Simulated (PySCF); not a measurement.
Complete the spectrum of C6H10OSi2

Compound: C6H10OSi2.
InChI=1S/C6H10OSi2/c8-4-5-9-6-2-1-3-7-6/h1-5H,9H2,8H3/b5-4-

The calculation used PySCF 2.14.0, density-fitted response routines, TDDFT wB97X-D/def2-SVPD, vertical, gas phase, core orbitals frozen in the response. One conformer (not necessarily the lowest) at the PBE0-D3(BJ)/def2-SVP geometry, without solvent, vibrations or thermal averaging. Torsions of this conformer, `[SiH3:1]/[CH:2]=[CH:3]\[SiH2:4][c:5]1[cH:6][cH:7][cH:8][o:9]1`: C2–C3–Si4–C5 31°, C3–Si4–C5–C6 -118°.

Lowest singlets, with some entries withheld (?).

| state | E (eV) | f | main configurations (H = HOMO, L = LUMO) |
| --- | --- | --- | --- |
| S1 | 5.45 | 0.013 | H→L (69%), H-3→L (17%), H-2→L (9%) |
| S2 | ? | ? | ? |
| S3 | 5.99 | 0.058 | H-3→L (46%), H→L (26%), H→L+1 (8%) |
| S4 | 6.44 | 0.276 | H-1→L (78%) |
| S5 | ? | ? | ? |
| S6 | 6.94 | 0.0003 | H-1→L+1 (39%), H→L+2 (36%), H→L+5 (9%) |
| S7 | 6.99 | 0.0022 | H-1→L+1 (42%), H→L+2 (29%), H→L+5 (11%) |
| S8 | 7.37 | 0.019 | H-2→L (49%), H-4→L (14%), H→L+3 (11%) |
| S9 | 7.43 | 0.045 | H→L+3 (16%), H-3→L+1 (13%), H→L+5 (13%) |
| S10 | 7.46 | 0.010 | H→L+5 (22%), H→L+3 (19%), H-4→L (9%) |

Question: Fill in the withheld entries.

Answer: 
- S2: E = 5.74 eV; f = 0.195; H→L+1 (81%), H-1→L (8%)
- S5: E = 6.72 eV; f = 0.0071; H-2→L+1 (51%), H→L+10 (12%), H→L+6 (9%)

Question: How far apart are S8 and S10, in eV and cm⁻¹?

Answer: 7.464 − 7.371 = 0.093 eV, or about 750 cm⁻¹.

Question: Where do the lowest triplets lie (Tamm–Dancoff)?

Answer: T1 3.91 eV, H→L+1 (84%); T2 3.94 eV, H-1→L (82%); T3 5.10 eV, H-3→L (47%), H→L (29%), H-2→L (16%); T4 5.32 eV, H-2→L+1 (49%), H→L+10 (15%), H-3→L+1 (8%). E(S1) − E(T1) = +1.54 eV.

Question: What is the mean static polarisability from the same response equations?

Answer: 123.9 au (18.36 Å³), with principal values 106.3, 124.6 and 140.9 au.

All these states lie below the vertical ionisation energy of 8.64 eV (ΔSCF).
